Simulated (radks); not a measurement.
The numbers below are computed, except where a source is named.
Effect of the nuclear size on the zirconium ion Zr+, [Kr] 4d2 5s1. Level of theory: Dirac Kohn-Sham, BLYP, spin-unpolarised, spherical densities, finite nucleus; open shells fill j = l - 1/2 first; Fermi nuclear charge, rms radius 4.2694 fm (a radial shooting solver on a logarithmic mesh with Libxc functionals). The rms radius is varied about that value; shifts are against it.

rms radius (fm)  total energy shift (eV)  density at nucleus (e/bohr^3)  1s1/2 shift (meV)  2s1/2 shift (meV)  4s1/2 shift (meV)  4p1/2 shift (meV)  5s1/2 shift (meV)
3.4539                            -0.379                      7.635e+04               -160              -16.9             -0.425              0.055             -0.044
3.8723                            -0.194                      7.549e+04              -82.0              -8.62             -0.217              0.028             -0.022
4.2694                                 0                      7.477e+04              0.000              0.000              0.000              0.000              0.000
4.6921                             0.225                      7.408e+04               95.2               10.0              0.252             -0.032              0.026
5.3239                             0.597                      7.316e+04                252               26.5              0.669             -0.086              0.069

Slopes of the eigenvalues against <r^2> in GHz/fm^2, as finite differences over the two radii next to the reference (eigenvalue slopes, not the field-shift constants of lines): 1s1/2 6100, 2s1/2 641, 4s1/2 16.2, 4p1/2 -2.08, 5s1/2 1.67.
